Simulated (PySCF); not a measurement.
## Two-dimensional NMR puzzle

Compound of formula C₈H₁₀. Correlations simulated from computed shifts and the bond graph:

HSQC (one-bond C–H):
```tsv
δH	δC
7.44	134.8
7.41	131.7
2.35	23.1
```

COSY cross peaks (H two or three bonds apart, from the bond graph; peaks can be absent where the dihedral angle is near 90°):
```tsv
δH	δH
7.44	7.41
```

HMBC (two and three bonds, from the bond graph; two-bond peaks within aromatic rings are usually weak or absent):
```tsv
δH	δC
7.44	141.6, 131.7, 23.1
7.41	141.6, 134.8, 131.7
2.35	141.6, 134.8
```

Carbons without hydrogens: δ 141.6.

- shielding tensors at PBE0/pcSseg-1 (GIAO)
- structure optimised with GFN2-xTB
- program: PySCF 2.14.0 with density-fitted response routines
- one computed conformer, no relativistic terms, no solvent, equivalent nuclei averaged

δ = σ(ref) − σ, references computed at the same level: 1H (σref 31.72), 13C (σref 186.93) against TMS.

Exchangeable hydrogens are left out of these lists.

Task: Which molecule is this?

Result: `C1=CC=C(C)C(C)=C1`.

Mapped SMILES: `[CH3:1][c:2]1[cH:3][cH:4][cH:5][cH:6][c:7]1[CH3:8]` (H(Xn): hydrogen on atom n).

- δC 141.6 is C2/C7, a substituted aromatic carbon.
- δC 134.8 is C3/C6, an aromatic CH (δH 7.44).
- δC 131.7 is C4/C5, an aromatic CH (δH 7.41).
- δC 23.1 is C1/C8, a methyl carbon on an aromatic ring (δH 2.35).
- HMBC from δH 7.44 reaches the proton-free carbon C2/C7.
- HMBC from δH 7.41 reaches the proton-free carbon C2/C7.
- HMBC from δH 2.35 reaches the proton-free carbon C2/C7.
- COSY links 7.44–7.41.

The shifts were computed for this structure.

Shifts are as computed. Against solution values, carbons near 30 ppm lie about +3 ppm off and those near 130 ppm about +5 ppm (rms about the fit 2.1 ppm; single classes can miss by 10 ppm). Of 1328 compounds with measured shifts, 309 miss one by over three times the rms of a fit or turn the order of signals round; such compounds aren't used in these exercises. Signals without a measured value on file couldn't be tested in this way; 1H shifts scatter by 0.2 ppm about their fit, and single ones miss by 0.5 ppm.
